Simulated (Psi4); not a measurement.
Pair of molecules, SMILES N with SMILES CC#N, pulled apart as rigid monomers along the line of their centres of mass from the B3LYP-D3(BJ)/def2-TZVP minimum (SMILES order as in the coordinates).
Starting geometry (charge 0, multiplicity 1):
| atom | x (Å) | y (Å) | z (Å) |
|---|---|---|---|
| N | -0.0534 | 0.0041 | 0.1706 |
| H | 0.6499 | 0.3073 | -0.4937 |
| H | 0.3704 | -0.7143 | 0.7493 |
| H | -0.7955 | -0.4377 | -0.3603 |
| C | -0.3981 | 1.2411 | 3.2766 |
| C | 0.2775 | -0.0374 | 3.4193 |
| N | 0.8108 | -1.0534 | 3.4962 |
| H | -1.3432 | 1.2308 | 3.8200 |
| H | 0.2264 | 2.0436 | 3.6701 |
| H | -0.5858 | 1.4075 | 2.2139 |

Method: SAPT0/jun-cc-pV(D+d)Z (Psi4 1.11).

```tsv
N1···H10 (Å)	electrostatics (kcal/mol)	exchange (kcal/mol)	induction (kcal/mol)	dispersion (kcal/mol)	total
2.33	-9.23	10.68	-1.91	-2.78	-3.24
2.54	(withheld)	4.91	-1.09	-1.75	-4.12
2.85	-3.81	1.50	-0.49	-0.90	-3.70
3.41	-2.08	0.20	(withheld)	-0.33	-2.36
4.35	-1.01	0.01	-0.03	-0.08	-1.12
```

Complete the blanks.


- 3.41, induction (kcal/mol): -0.15
- 2.54, electrostatics (kcal/mol): -6.20
